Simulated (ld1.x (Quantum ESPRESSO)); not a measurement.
# Before and after: PAW potential for N (Z = 7)

N (Z = 7), PAW, made with ld1.x (Quantum ESPRESSO) 7.5 (PBE, non-relativistic). Core [He], reference 2s2 2p3. Waves: 2s (bound): rcut 0.55, rcutus 0.75 bohr; 2s channel at -0.9 Ry: rcut 0.55, rcutus 0.75 bohr; 2p (bound): rcut 0.90, rcutus 1.20 bohr; 2p channel at 1.05 Ry: rcut 0.90, rcutus 1.20 bohr. Local part: all-electron potential smoothed inside 1.05 bohr (lloc = -1). Core correction: a·sin(br)/r model core, default radius (ld1.x builds one for every PAW set, though the input has nlcc=.false.). Augmentation charge: BESSEL, radius 0.60 bohr.

Change: all radii but the core radius scaled by about 1.27 (s 0.96, p 1.52 bohr, rcut 0.70/1.14); local potential all-electron potential smoothed inside 1.34 bohr (lloc = -1); augmentation BESSEL, radius 0.76 bohr.

Cutoffs: the cutoffs (Ry, on a coarse ladder) from which the occupation-weighted sum of valence levels, in a spherical-Bessel basis at the reference potential, stays within 10 and 1 mRy of its value at 400 Ry; they do not see the model core or the augmentation charge, which bear on the density cutoff. Errors are all-electron minus pseudo energies relative to the spin-unpolarised reference configuration.

Problem. Predict the effect on cutoff, ghosts and configuration errors.

Solution. The potential gets softer (70 Ry and 90 Ry → 30 Ry and 50 Ry); the bound ghost in s disappears; the number of tests with a reliable result goes from 7 to 2 (the test run of the changed file stopped, so its transferability is not established). A larger radius leaves more room for a smooth pseudo-wave, so fewer plane waves are needed.

| quantity | base | changed |
| --- | --- | --- |
| cutoff, loose | 70 Ry | 30 Ry |
| cutoff, tight | 90 Ry | 50 Ry |
| loose cutoff by channel (10 mRy a level) | s 70 Ry, p 40 Ry | s 12 Ry, p 25 Ry |
| bound ghosts | s | none |
| tests with a reliable result | 7 of 7 | 2 of 7 (the test run stopped) |
| error for 2s2 2p2, meV [ΔE 13.60 eV] | -0.1 | -0.1 |
| error for 2s2 2p1, meV [ΔE 42.46 eV] | -2.2 | -3.2 |
| lowest overlap eigenvalue by channel | s 0.69, p 0.97 | s 0.46, p 1.00 |

 A true bound ghost makes a file unfit for plane-wave use even where its test errors are small: the radial tests pick states by their node count and pass the ghost by.
